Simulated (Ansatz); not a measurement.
Calculated with Ansatz (gas phase, PBE0-D4/def2-TZVP geometries, no zero-point term in ΔE). CCSD(T)/CBS adds triple-zeta CCSD(T) − MP2 to the extrapolated MP2 energy (def2 sets, frozen cores). Functionals use def2-TZVPP. One conformer a species, not always the lowest.

`CO[SiH2]C[SiH3]` + `OC[SiH2]O` → `OC[SiH2]O[SiH3]` + `CO[SiH2]C`  (ligand exchange at the Si–C bond)

```
          species  PBE0 energy (Eh)
`CO[SiH2]C[SiH3]`        -736.12561
      `OC[SiH2]O`        -481.44717
`OC[SiH2]O[SiH3]`        -772.06242
      `CO[SiH2]C`        -445.54577
```

(1) Work out ΔE.

Largest T1 diagnostic among the species: 0.011.

## Answers

(1) ΔE = (-772.06242) + (-445.54577) − (-736.12561) − (-481.44717) = -0.03541 Eh = -93.0 kJ/mol. CCSD(T)/CBS gives -104.0 kJ/mol.

From PBE to PBE0 (25 % exact exchange), in def2-TZVPP and without D4, ΔE moves by −6.6 kJ/mol. In def2-TZVPP, CCSD(T) changes the Hartree–Fock value by +24.2 kJ/mol (the triples alone add +3.7 kJ/mol) and MP2 by +22.9 kJ/mol.
